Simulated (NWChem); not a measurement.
System: InGeH3Cl2; SMILES [Cl][In]([Cl])[GeH3]

NWChem input:

```
start job
memory heap 200 mb stack 900 mb global 1100 mb
geometry units angstroms noautoz
  In    -0.003225     0.363213    -0.005151
  Cl    -1.952688     1.716523     0.003021
  Cl     1.956921     1.701358     0.003855
  Ge    -0.001826    -2.247898    -0.002145
  H      0.314103    -2.726270     1.437125
  H     -1.394348    -2.761082    -0.440021
  H      1.093650    -2.749506    -0.974080
end
basis spherical
  * library sto-3g
end
dft
  xc b3lyp
  iterations 150
  mulliken
end
task dft energy
```

Coordinates come from a PBE-D3(BJ)/def2-SVP (def2 core potentials past Kr) optimisation. Not confirmed as a minimum by frequencies.

Task: Give the results of this calculation. (B3LYP/STO-3G, non-relativistic.) Quantities: basis functions; energy (Ha); highest occupied level (eV); orbital gap (eV); dipole (D).

Result: The number of basis functions is 66. The energy (Ha) is -8650.25, the highest occupied level (eV) is -5.29 and the orbital gap (eV) comes out as 5.84. The dipole (D) comes out as 3.78.
